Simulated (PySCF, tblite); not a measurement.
Isomers of C4H9O2P. Calculated harmonic vibrations of the isolated species, GFN2-xTB (tblite), most abundant isotopes, no scaling. This tight-binding method is rough: wavenumbers can miss measured ones by several per cent, in bad cases by 10 to 20. Modes of hydrogen on phosphorus can be 10 to 20 % off. One conformer each.

Electronic energies: PBE0/pcSseg-1 single points on the GFN2-xTB geometries (PySCF, gas phase).

```json
{"SMILES": "C=C[P@](C)(=O)CO", "electronic energy, lowest = 0 (kcal/mol)": "27.2"}
{"SMILES": "CCPC(=O)OC", "electronic energy, lowest = 0 (kcal/mol)": "21.1"}
{"SMILES": "C=CC[P@@](C)(=O)O", "electronic energy, lowest = 0 (kcal/mol)": "0.0"}
```

Problem. How do GFN2-xTB zero-point energies change the relative energies?

Solution. 
```tsv
SMILES	ZPE (kcal/mol)	of it from modes above 1550 cm⁻¹	electronic (kcal/mol)	with ZPE, lowest = 0 (kcal/mol)	lowest mode (cm⁻¹)	rings
C=CC[P@@](C)(=O)O	77.5	42.4	0.0	0.0	52	0
CCPC(=O)OC	77.9	40.1	21.1	21.5	11i	0
C=C[P@](C)(=O)CO	77.4	41.8	27.2	27.1	66	0
```

The zero-point energies span 0.5 kcal/mol, from `C=C[P@](C)(=O)CO` to `CCPC(=O)OC`. Slightly imaginary modes are left out of the zero-point energy: `CCPC(=O)OC` 11.2i cm⁻¹. The order is unchanged.

Problem. And how do the electronic energies of GFN2-xTB itself compare?

Solution. `C=CC[P@@](C)(=O)O` 0.0; `CCPC(=O)OC` 35.7; `C=C[P@](C)(=O)CO` 30.8 kcal/mol, lowest = 0. Against the energies above, taken from the same isomer `C=CC[P@@](C)(=O)O`, the largest difference is 14.6 kcal/mol.
